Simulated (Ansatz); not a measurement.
Ansatz (an electronic-structure program) input (B3LYP-D3(BJ)/def2-TZVP):

Ansatz 0.2 input:
```yaml
crystal:
  periodic: [false, false, false]
  atoms:
    - {symbol: Mg, position_ang: [-0.43795910, -0.45071918, -0.58639686]}
    - {symbol: F, position_ang: [0.44128485, 0.39158196, 0.65813190]}
basis:
  gaussian:
    orbitals: def2-TZVP
hamiltonian:
  xc: b3lyp
  dispersion: d3bj
total_charge: 1
relax: {f_tol: 0.002, max_steps: 150}
```

Output:

```
Functional definition: B3LYP
integrals: 0.01 GiB planned
444 factors; their error is unknown
mean field: 0.12 GiB planned
mean field evaluation 1: about -8136.0605 eV, gradient 1.2e2 eV
mean field evaluation 2: about -7848.2644 eV, gradient 2.3e2 eV
mean field evaluation 4: about -8155.7006 eV, gradient 1.1e1 eV
mean field evaluation 8: about -8155.9424 eV, gradient 1.1e-1 eV
mean field evaluation 16: about -8155.9680 eV, gradient 3.4e-5 eV
mean field -8155.96798552 eV, -299.7262951542 hartree, gradient 3.4e-5 eV, S^2 0.000000; 0 other end points of the search recorded, 0 dependent functions left out
the calculation of the forces begins
reference -8155.96821235 eV, -299.7263034902 hartree; 10, 10 occupied and 53, 53 virtual orbitals, 444 factors
relax step   1: F+E_penalty+E_count = -8155.99278952 eV  Δ(F+E_penalty+E_count) = +0.000e0 eV  max|allowed force component| = 5.859e-1 eV/Å  Δτ_max = 0.0000 Å  (29 SCF iters, accepted)
these checks for a lower state are left out or cut short: starts, cluster_reference, orbital_swaps, neighbouring_geometries, increment
integrals: 0.01 GiB planned
444 factors; their error is unknown
mean field: 0.12 GiB planned
mean field -8155.97793469 eV, -299.7266607793 hartree, gradient 1.3e-5 eV, S^2 0.000000; 0 other end points of the search recorded, 0 dependent functions left out
the calculation of the forces begins
reference -8155.97816180 eV, -299.7266691256 hartree; 10, 10 occupied and 53, 53 virtual orbitals, 444 factors
relax step   2: F+E_penalty+E_count = -8156.00274657 eV  Δ(F+E_penalty+E_count) = -9.957e-3 eV  max|allowed force component| = 3.444e-1 eV/Å  Δτ_max = 0.0076 Å  (29 SCF iters, accepted)
these checks for a lower state are left out or cut short: starts, cluster_reference, orbital_swaps, neighbouring_geometries, increment
integrals: 0.01 GiB planned
444 factors; their error is unknown
mean field: 0.12 GiB planned
mean field evaluation 32: about -8155.9828 eV, gradient 1.3e-5 eV
mean field -8155.98276103 eV, -299.7268381442 hartree, gradient 1.3e-5 eV, S^2 0.000000; 0 other end points of the search recorded, 0 dependent functions left out
the calculation of the forces begins
reference -8155.98298833 eV, -299.7268464973 hartree; 10, 10 occupied and 53, 53 virtual orbitals, 444 factors
relax step   3: F+E_penalty+E_count = -8156.00758330 eV  Δ(F+E_penalty+E_count) = -4.837e-3 eV  max|allowed force component| = 2.399e-2 eV/Å  Δτ_max = 0.0106 Å  (29 SCF iters, accepted)
these checks for a lower state are left out or cut short: starts, cluster_reference, orbital_swaps, neighbouring_geometries, increment
integrals: 0.01 GiB planned
444 factors; their error is unknown
mean field: 0.12 GiB planned
mean field -8155.98278360 eV, -299.7268389735 hartree, gradient 4.8e-5 eV, S^2 0.000000; 0 other end points of the search recorded, 0 dependent functions left out
the calculation of the forces begins
reference -8155.98301089 eV, -299.7268473265 hartree; 10, 10 occupied and 53, 53 virtual orbitals, 444 factors
relax step   4: F+E_penalty+E_count = -8156.00760523 eV  Δ(F+E_penalty+E_count) = -2.193e-5 eV  max|allowed force component| = 3.501e-4 eV/Å  Δτ_max = 0.0007 Å  (21 SCF iters, accepted)
integrals: 0.01 GiB planned
444 factors; their error is unknown
mean field: 0.12 GiB planned
mean field -8155.98278360 eV, -299.7268389735 hartree, gradient 4.8e-5 eV, S^2 0.000000; 1 other end points of the search recorded, 0 dependent functions left out
the calculation of the forces begins
reference -8155.98301089 eV, -299.7268473265 hartree; 10, 10 occupied and 53, 53 virtual orbitals, 444 factors
Total energy: -8156.00783253 eV, -299.7277595048 hartree
Atom 0 at    -0.429107    -0.442239    -0.573867 Å, force     0.000247     0.000237     0.000350 eV/Å
Atom 1 at     0.432432     0.383101     0.645602 Å, force    -0.000247    -0.000237    -0.000350 eV/Å
Dipole moment:    -0.952862    -0.912826    -1.348731 e Å
```
